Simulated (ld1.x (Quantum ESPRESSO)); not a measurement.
# Before and after: PAW potential for platinum (Pt)

Pt (Z = 78), PAW, made with ld1.x (Quantum ESPRESSO) 7.5 (LDA (PZ), scalar-relativistic). Core [Xe] 4f14, reference 5d8 6s2 6p0. Waves: 6s (bound): rcut 2.40, rcutus 2.60 bohr; 6s channel at 2.35 Ry: rcut 2.40, rcutus 2.60 bohr; 6p (bound, empty): rcut 2.40, rcutus 2.80 bohr; 6p channel at 1.2 Ry: rcut 2.40, rcutus 2.80 bohr; 5d (bound): rcut 1.25, rcutus 1.55 bohr; 5d channel at 1.5 Ry: rcut 1.25, rcutus 1.55 bohr. Local part: all-electron potential smoothed inside 1.40 bohr (lloc = -1). Core correction: Bessel-smoothed model core, default radius (core density twice the valence density). Augmentation charge: PSQ, inside the norm-conserving radii.

Change: local potential all-electron potential smoothed inside 3.24 bohr (lloc = -1).

Cutoffs: the cutoffs (Ry, on a coarse ladder) from which the occupation-weighted sum of valence levels, in a spherical-Bessel basis at the reference potential, stays within 10 and 1 mRy of its value at 400 Ry; they do not see the model core or the augmentation charge, which bear on the density cutoff. Errors are all-electron minus pseudo energies relative to the spin-unpolarised reference configuration.

**Question.** How do hardness, ghosts and transferability respond?

**Answer.** The potential gets neither clearly harder nor softer (45 Ry and 80 Ry → 45 Ry and 80 Ry); the bound ghost in p, s disappears; the errors of the 9 common tests hardly move. A state that the projectors do not describe sees the local part alone, so a deeper or shallower local part can create or remove a ghost.

| quantity | base | changed |
| --- | --- | --- |
| cutoff, loose | 45 Ry | 45 Ry |
| cutoff, tight | 80 Ry | 80 Ry |
| bound ghosts | s, p | none |
| error for 5d9 6s1 6p0, meV [ΔE -0.93 eV] | -24 | -24 |
| error for 5d9 6s0 6p0, meV [ΔE 8.61 eV] | -36 | -36 |
| error for 5d8 6s0 6p0, meV [ΔE 28.87 eV] | -15 | -14 |
| error for 5d8 6s1 6p0, meV [ΔE 10.49 eV] | -4.4 | -4.3 |
| error for 5d10 6s0 6p0, meV [ΔE -0.88 eV] | -76 | -75 |
| error for 5d9.5 6s0.5 6p0, meV [ΔE -1.02 eV] | -48 | -47 |
| error for 5d7 6s0 6p0, meV [ΔE 61.39 eV] | -103 | -104 |
| error for 5d8 6s2 6p0 (spin-polarised), meV [ΔE -0.52 eV] | -3.8 | -3.6 |
| error for 5d9 6s1 6p0 (spin-polarised), meV [ΔE -1.31 eV] | -25 | -24 |
| lowest overlap eigenvalue by channel | s 0.04, p 0.35, d 0.91 | s 0.59, p 0.54, d 0.96 |

 A true bound ghost makes a file unfit for plane-wave use even where its test errors are small: the radial tests pick states by their node count and pass the ghost by.
